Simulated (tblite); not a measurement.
Compound: C₆H₃F₂O (doublet state).
Atom-mapped SMILES: `[OH:1][c:2]1[cH:3][c:4]([F:5])[cH:6][c:7][c:8]1[F:9]` (hydrogens: H10 on O1; H11 on C3; H12 on C6)

Geometry (GFN2-xTB, Å), atoms numbered from 1 in this order:
```xyz
12
C6H3F2O angstrom
O      2.187    0.845   -0.327
C      0.967    0.316   -0.117
C     -0.174    0.999   -0.520
C     -1.419    0.445   -0.297
F     -2.514    1.116   -0.690
C     -1.581   -0.792    0.324
C     -0.441   -1.429    0.703
C      0.810   -0.934    0.512
F      1.940   -1.576    0.895
H      2.871    0.249    0.012
H     -0.078    1.958   -1.003
H     -2.566   -1.198    0.483
```

Level: GFN2-xTB in tblite, geometry and Hessian alike; calculated harmonic values, unscaled, isolated species. Against measured fundamentals such values can be off by several per cent, at times by over 20. One conformer, not necessarily the lowest. Open shells enter through the occupations alone, without spin polarisation, and single modes of such species can be off by tens of per cent.

Harmonic wavenumbers (cm⁻¹): 130.5, 214.5, 269.2, 319.7, 350.9, 398.4, 441.9, 453.5, 479.2, 525.7, 563.5, 615.2, 678.9, 789.3, 802.9, 843.6, 973.8, 1075.0, 1117.6, 1151.7, 1179.9, 1288.1, 1326.9, 1418.2, 1485.4, 1516.3, 1623.3, 3110.9, 3126.6, 3468.9.

A = 3372, B = 1277, C = 926.4 MHz; mass 129.015 u (most abundant isotopes); point group Cs, symmetry number 1; spin multiplicity 2.

Zero-point energy?

½Σν̃ = 15870 cm⁻¹ = 45.37 kcal/mol.

Entropy at 200 K, 1 bar (ideal gas, RRHO, classical rotation)?

Translation 38.52, rotation 27.59, vibration 8.00, spin (R ln 2) 1.38: S = 75.5 cal/(mol K).

And Cp and H(200 K) − H(0)?

Cp = 22.03 cal/(mol K), of which vibrations give 14.08 (their classical limit is 30 R = 59.6); H(200 K) − H(0) = 2.66 kcal/mol without the zero-point energy, 1.07 from vibrations.

Blend soft modes into free rotors: weight 1/[1 + (100 cm⁻¹/ν̃)⁴] for the oscillator and the rest for a rotor with moment μB/(μ + B), μ = h/(8π²ν), B = 10⁻⁴⁴ kg m². What vibrational entropy results?

8.05 cal/(mol K) in place of 8.00, which changes −T·S at 200 K by -0.01 kcal/mol.

Which modes carry the vibrational entropy at 200 K?

130.5 cm⁻¹: 2.18; 214.5 cm⁻¹: 1.31; 269.2 cm⁻¹: 0.96; 319.7 cm⁻¹: 0.72; 350.9 cm⁻¹: 0.60; 398.4 cm⁻¹: 0.46 cal/(mol K); the other 24 give 1.76 together.

What must be added to the electronic energy to get the Gibbs energy at 200 K and 1 bar?

ZPE + [H(200 K) − H(0)] − T·S = 45.37 + 2.66 − 15.10 = 32.93 kcal/mol.

Hindered rotation and anharmonicity are outside this model. Other conformers, if any are populated, would add a mixing term that is left out.
